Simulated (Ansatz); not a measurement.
Relaxation of ClF2GeH3O (8 atoms, charge 0, multiplicity 1), to a largest force component of 0.03 eV/Å in at most 50 steps.

Level of theory: RKS PBE0-D4/def2-SVP in Ansatz.

```xyz
8
Properties=species:S:1:pos:R:3:forces:R:3
Ge -0.074 -0.136 0.063 -0.16 -0.06 0.41
O -0.158 -0.072 1.818 -0.09 -0.14 -0.41
H -0.736 -0.765 2.165 0.00 0.01 -0.03
Cl 1.879 -0.414 -0.666 0.04 -0.02 -0.05
F -0.770 1.249 -0.665 0.04 -0.02 0.04
F -1.070 -1.446 -0.437 0.04 0.01 0.02
H 1.220 2.119 0.973 0.51 0.93 -1.45
H 1.034 1.781 1.578 -0.38 -0.69 1.47
```

Where does it end, and by what steps?

It converged. The force dipped under the threshold on the way, but the program's further checks kept it going. After 35 steps the energy has fallen by 0.111 eV; H7 moved furthest, 1.04 Å.

```csv
step,energy less start (eV),largest force component (eV/Å),accepted
0,0.0000,1.470,yes
2,-0.0948,0.130,yes
4,-0.0853,0.651,no
6,-0.0989,0.046,yes
8,-0.0992,0.141,no
10,-0.0964,0.585,no
12,-0.1012,0.197,yes
14,-0.1046,0.080,yes
16,-0.1049,0.089,yes
18,-0.1050,0.082,yes
20,-0.1051,0.226,no
22,-0.1060,0.270,no
24,-0.1068,0.099,yes
26,-0.1074,0.041,yes
28,-0.1077,0.057,yes
30,-0.1082,0.042,yes
32,-0.1092,0.129,yes
34,-0.1103,0.081,yes
35,-0.1107,0.003,yes
```

```xyz
8
Properties=species:S:1:pos:R:3
Ge -0.175 -0.457 -0.129
O -0.011 -0.228 1.587
H -0.849 -0.042 2.030
Cl 1.727 -0.551 -1.013
F -1.109 0.808 -0.815
F -1.060 -1.884 -0.473
H 1.536 2.689 1.777
H 1.265 1.983 1.864
```

Whether the end is a true minimum wasn't checked by a vibrational analysis.

The run took 110 s on 2 threads of Arm Neoverse V1, with other jobs on the host, peak memory 0.26 GiB.
